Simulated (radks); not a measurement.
Results of a calculation; reference values are marked as such.
Ionisation of S3+, [Ne] 3s2 3p1, to S4+, [Ne] 3s2, under several functionals. Dirac Kohn-Sham, spin-unpolarised, spherical densities, point nucleus; open shells fill j = l - 1/2 first; a radial shooting solver on a logarithmic mesh with Libxc functionals.

functional         E(S3+) (hartree)  Exc (hartree)  IE (eV)  -e(HOMO) (eV)  <r> HOMO (bohr)  IE error (eV)
Wu-Cohen GGA             -396.28598      -24.09178   46.928         40.373            1.656         -0.294
BLYP                     -396.74816      -24.56307   46.852         40.264            1.662         -0.370
AM05                     -395.46572      -23.24402   46.832         40.296            1.658         -0.390
OLYP                     -396.74149      -24.57408   46.759         40.272            1.668         -0.463
XLYP                     -396.87295      -24.69114   46.884         40.296            1.663         -0.338
exchange-only PBE        -396.06446      -23.86561   45.913         39.341            1.671         -1.309
exchange-only B88        -396.19430      -24.00163   45.962         39.383            1.666         -1.260

NIST Atomic Spectra Database: 47.22 eV (semi-empirical). Closest: Wu-Cohen GGA. The Delta-SCF values span 1.01 eV, the total energies 1.41 hartree. The highest occupied level is 3p1/2. Spin polarisation and multiplet splitting are left out, so open shells lie too high by an amount that depends on their filling.

Beside tabulated values, note that spin-unpolarised runs miss the spin-polarisation part of the exchange energy of open shells.
